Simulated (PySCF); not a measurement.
Computed shifts of a molecule CH4Cl2OSi, KT2/pcSseg-1 run with PySCF, GIAO, gas phase, atoms alike by connectivity averaged where their shifts nearly agree, in ppm (number of nuclei): ²⁹Si: -7.0 (1). ¹³C: 55.5 (1). ¹H: 6.16 (1), 4.12 (3). References: ²⁹Si against TMS (σ = 361.9 ppm); ³⁵Cl against HCl (σ = 945.4 ppm); ¹⁷O against H2O (σ = 330.4 ppm); ¹³C against TMS (σ = 185.1 ppm); ¹H against TMS (σ = 31.47 ppm), references at their B3LYP-D3(BJ)/def2-TZVP geometries, non-relativistic (without spin–orbit terms, shifts of atoms bonded to Cl or Br come out too high). The structure is a stationary point at PBE0-D3(BJ)/def2-SVP. One conformer was computed; it need not be the lowest.

Question: Pick the molecule that these values belong to.
A. CO[SiH](Cl)Cl
B. C[Si](O)(Cl)Cl
C. OC[SiH](Cl)Cl

Answer: A, CO[SiH](Cl)Cl
